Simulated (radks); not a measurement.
Spin polarisation of the 4f11 shell in Ho2+. Start: [Xe] 4f(up 5.5, down 5.5); electrons of 4f are moved from spin down to spin up, other shells keep equal spins. Method: non-relativistic Kohn-Sham, BLYP, spin-polarised, spherical densities, point nucleus; computed with a radial shooting solver on a logarithmic mesh with Libxc functionals.

moment (Bohr magnetons),E - E(0) (eV),e(4f up) (eV),e(4f down) (eV),5p down minus up (eV),5s down minus up (eV)
0,0.000,-20.624,-20.624,0.000,0.000
0.75,-0.109,-20.907,-20.327,0.196,0.256
1.5,-0.435,-21.174,-20.015,0.393,0.511
2.25,-0.978,-21.426,-19.688,0.589,0.767
3,-1.738,-21.661,-19.347,0.786,1.023

At moment 3 the spin-polarisation energy is -1.738 eV and the 4f exchange splitting 2.315 eV, that is 0.772 eV per Bohr magneton; E = -I m^2/4 would give I = 0.772 eV.
